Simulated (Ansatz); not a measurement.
Ideal-gas functions of `[NH2][GaH][CH]=O` at 500 K and 1 bar, from an Ansatz frequency run at PBE0-D4/def2-TZVP.

Molar mass 115.77 g/mol, point group Cs (symmetry number 1), electronic degeneracy 1, moments of inertia 54.568, 146.29, 200.858 u Å². Harmonic wavenumbers (cm⁻¹, unscaled): 79, 103, 305, 326, 368, 519, 554, 608, 720, 750, 807, 1383, 1553, 1761, 1990, 2804, 3614, 3725.

Use S(trans) = R[1.5 ln M + 2.5 ln T − 1.1517]; rotational temperatures θ = 24.2544 K / I; S(rot) = R[ln(√π/σ · √(T³/θAθBθC)) + 1.5]; for each mode x = 1.438777 ν̃/T, S = R[x/(eˣ − 1) − ln(1 − e⁻ˣ)] and H = RT x/(eˣ − 1); 1 cm⁻¹ = 0.0119627 kJ/mol; R = 8.31446 J/(mol·K).

Question: By hand: the entropy, in J/(mol·K).

Answer: Translation 178.9. Rotation: θ = 0.4445, 0.1658, 0.1208 K, giving 114.4. Vibration, mode by mode: 20.65, 18.46, 9.66, 9.14, 8.22, 5.71, 5.27, 4.65, 3.60, 3.36, 2.96, 0.79, 0.53, 0.32, 0.18, 0.02, 0.00, 0.00, in all 93.5. Electronic 0.0. Sum 386.8 J/(mol·K).

Question: By hand: H − E and G − E in kJ/mol, counted from the electronic energy.

Answer: Zero-point energy ½ × 21969 × 0.0119627 = 131.4; thermal vibration 24.0; translation, rotation and pV give 4 RT = 16.6. H − E = 172.0 kJ/mol, and G − E = 172.0 − 500 × 386.8/1000 = -21.4 kJ/mol.

Vibration gives 24 % of the entropy, 39.1 J/(mol·K) of it from the modes under 150 cm⁻¹: soft modes count most, and the harmonic formula is weakest for them. The sum counts one conformer and one mirror image; others add a mixing term.
